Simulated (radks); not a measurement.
Trend from Lu to Hg: ionisation energy by Delta-SCF between NIST ground configurations, and size. All-electron calculation, Dirac Kohn-Sham, PBEsol, spin-unpolarised, spherical densities, point nucleus; open shells fill j = l - 1/2 first. Program: a radial shooting solver on a logarithmic mesh with Libxc functionals.

species,configuration,configuration of the ion,IE (eV),NIST (eV),kind,outermost,<r> outermost (bohr),r at 0.001 e/bohr^3 (bohr)
Lu,[Xe] 4f14 5d1 6s2,[Xe] 4f14 6s2,5.487,5.426,exp.,6s1/2,3.64,5.05
Hf,[Xe] 4f14 5d2 6s2,[Xe] 4f14 5d1 6s2,6.738,6.825,exp.,6s1/2,3.45,4.97
Ta,[Xe] 4f14 5d3 6s2,[Xe] 4f14 5d3 6s1,8.407,7.550,exp.,6s1/2,3.30,4.88
W,[Xe] 4f14 5d4 6s2,[Xe] 4f14 5d4 6s1,8.806,7.864,exp.,6s1/2,3.18,4.78
Re,[Xe] 4f14 5d5 6s2,[Xe] 4f14 5d5 6s1,9.204,7.834,exp.,6s1/2,3.07,4.69
Os,[Xe] 4f14 5d6 6s2,[Xe] 4f14 5d6 6s1,9.560,8.438,exp.,6s1/2,2.98,4.60
Ir,[Xe] 4f14 5d7 6s2,[Xe] 4f14 5d7 6s1,9.886,8.967,exp.,6s1/2,2.89,4.51
Pt,[Xe] 4f14 5d9 6s1,[Xe] 4f14 5d9,9.224,8.959,exp.,6s1/2,2.91,4.35
Au,[Xe] 4f14 5d10 6s1,[Xe] 4f14 5d10,9.458,9.226,exp.,6s1/2,2.84,4.27
Hg,[Hg],[Xe] 4f14 5d10 6s1,10.754,10.438,exp.,6s1/2,2.68,4.30

Reference values: NIST Atomic Spectra Database (exp. = measured, semi-emp. = semi-empirical, theory = theoretical value adopted there). Spin polarisation and multiplet splitting are left out, so open shells lie too high by an amount that depends on their filling.

Beside tabulated values, note that spin-unpolarised runs miss the spin-polarisation part of the exchange energy of open shells.
